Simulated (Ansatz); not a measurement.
**Counterpoise correction, worked out**

The pair of H2S (SMILES S, atoms 1–3) and AsH3 (SMILES [AsH3], atoms 4–7), both closed shells, in one local arrangement (a lower one may exist), relaxed at PBE0-D4/def2-TZVP:

| atom | x (Å) | y (Å) | z (Å) |
| --- | --- | --- | --- |
| S1 | -0.6292 | -0.2868 | -2.2825 |
| H2 | -0.4631 | 1.0200 | -2.0277 |
| H3 | 0.6931 | -0.4872 | -2.3877 |
| As4 | 0.2523 | 0.4402 | 1.3227 |
| H5 | 0.8364 | -0.9467 | 1.1089 |
| H6 | 0.4711 | 0.3669 | 2.8294 |
| H7 | -1.1606 | -0.1064 | 1.4369 |

Computed with Ansatz 0.2.0 (basis: def2-TZVPPD); correlated methods freeze the cores. Filled d shells of the heavier atoms are correlated. The def2 sets are not built for correlating such inner shells, so the correlated values are less sure here.

MP2 total energies in eV:

| system | geometry | basis functions | energy |
| --- | --- | --- | --- |
| pair | pair | all | -71705.37653 |
| H2S | as in the pair | all (partner as ghosts) | -10854.65240 |
| AsH3 | as in the pair | all (partner as ghosts) | -60850.67459 |
| H2S | as in the pair | its own | -10854.64582 |
| AsH3 | as in the pair | its own | -60850.66360 |
| H2S | free (PBE0-D4 minimum) | its own | -10854.64585 |
| AsH3 | free (PBE0-D4 minimum) | its own | -60850.66292 |

Q: Work out the interaction energy with and without the counterpoise correction, the superposition error, and the binding energy from the relaxed fragments.

A: Without correction: -71705.37653 − (-10854.64582) − (-60850.66360) = -0.06711 eV.
With correction (each fragment in the whole basis): -71705.37653 − (-10854.65240) − (-60850.67459) = -0.04954 eV = -1.14 kcal/mol.
The superposition error is the difference, 0.01757 eV, 26 % of the uncorrected value: each fragment borrows its partner's functions.
Deformation from the free shapes: 0.00003 eV for H2S and -0.00068 eV for AsH3 (a small negative value is possible, since the free shapes are minima of another method).
Binding energy from relaxed fragments: -0.04954 + 0.00003 + (-0.00068) = -0.05019 eV = -1.16 kcal/mol (electronic, without zero-point energy; negative means bound). For comparison, the corrected interaction energy by CCSD(T) at an estimated basis limit (MP2 extrapolated from triple and quadruple zeta, plus CCSD(T) − MP2 in triple zeta) is -0.054 eV.

T1 diagnostic: at most 0.012.

For scale, one of the runs: CCSD(T)/def2-TZVPPD, 190 basis functions, launched by `ansatz run in.yaml --threads 2 --pin off --events-out ev --progress --plain --max-ram 5222MiB`. Hardware: 2 CPU threads of an Arm Neoverse V1, shared host. Wall time 57 s; peak host memory 1.9 GiB.
